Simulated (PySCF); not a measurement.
First SCF of a structure search on singlet CrSCl₄, at a hand-made trigonal bipyramidal (ligand arrangement 1) geometry. PySCF input:

```python
from pyscf import gto, scf, dft
mol = gto.M(atom='''
Cr     0.000000     0.000000     0.000000
S     -1.025000    -1.775400     0.000000
Cl     0.000000     0.000000     2.210000
Cl     0.000000     0.000000    -2.210000
Cl     2.210000     0.000000     0.000000
Cl    -1.105000     1.913900     0.000000''',
    basis={'Cr': 'def2-SVP', 'S': 'def2-SVP', 'Cl': 'def2-SVP'},
    charge=0, spin=0)
mf = dft.RKS(mol, xc='PBE0')
mf.grids.atom_grid = (50, 194)
aux = {'Cr': 'def2-universal-JKFIT', 'S': 'def2-universal-JKFIT', 'Cl': 'def2-universal-JKFIT'}
mf = mf.density_fit(auxbasis=aux)
mf.conv_tol = 1e-08
mf.diis_space = 10
mf.max_cycle = 60
mf.init_guess = 'minao'
mf.verbose = 4
mf.kernel()
```

Excerpt of the output (cycles and frontier levels):

```
init E= -3282.06014071818
  HOMO = -0.339604112595002  LUMO = -0.32749626850224  gap/eV = 0.32947
cycle= 1 E= -3281.19474002479  delta_E= 0.865  |g|= 1.49  |ddm|= 3.64
  HOMO = -0.197115010756768  LUMO = 0.0078963143872337  gap/eV = 5.57864
cycle= 2 E= -3277.34530131601  delta_E= 3.85  |g|= 3.19  |ddm|= 4.06
  HOMO = -0.302397049335299  LUMO = -0.288905910295458  gap/eV = 0.36711
cycle= 3 E= -3274.56586124424  delta_E= 2.78  |g|= 5.61  |ddm|= 5.37
  HOMO = -0.304877727570842  LUMO = -0.292649715572288  gap/eV = 0.33274
cycle= 4 E= -3277.41415430759  delta_E= -2.85  |g|= 4.71  |ddm|= 2.07
  HOMO = -0.3079484123434  LUMO = -0.287571895415155  gap/eV = 0.55447
cycle= 5 E= -3277.65169202549  delta_E= -0.238  |g|= 4.57  |ddm|= 0.746
  HOMO = -0.300652127848781  LUMO = -0.288414631009615  gap/eV = 0.33300
cycle= 6 E= -3279.38301489791  delta_E= -1.73  |g|= 3.65  |ddm|= 1.55
cycle= 7 E= -3279.5381355551  delta_E= -0.155  |g|= 3.45  |ddm|= 1.41
... 35 lines left out ...
cycle= 25 E= -3281.68126235371  delta_E= -9.31e-07  |g|= 0.000343  |ddm|= 0.00219
  HOMO = -0.29949043033495  LUMO = -0.223107060285468  gap/eV = 2.07850
cycle= 26 E= -3281.6812624482  delta_E= -9.45e-08  |g|= 0.000143  |ddm|= 0.00168
  HOMO = -0.299488448523098  LUMO = -0.223108727085978  gap/eV = 2.07840
cycle= 27 E= -3281.6812624648  delta_E= -1.66e-08  |g|= 6.65e-05  |ddm|= 0.000599
  HOMO = -0.29948836899155  LUMO = -0.223111055514923  gap/eV = 2.07833
cycle= 28 E= -3281.68126246956  delta_E= -4.76e-09  |g|= 2.45e-05  |ddm|= 0.000354
  HOMO = -0.299489408347334  LUMO = -0.22310697825062  gap/eV = 2.07847
Extra cycle  E= -3281.68126246308  delta_E= 6.48e-09  |g|= 0.000205  |ddm|= 0.000191
converged SCF energy = -3281.68126246308
```

No lower solution of this spin was found from smeared starts or by a stability analysis within the restricted form, which does not test spin polarisation.

Stability towards spin polarisation was not tested.

The search for the lowest solution, 3 starts and the stability check together, took about 80 core-seconds on a shared host.
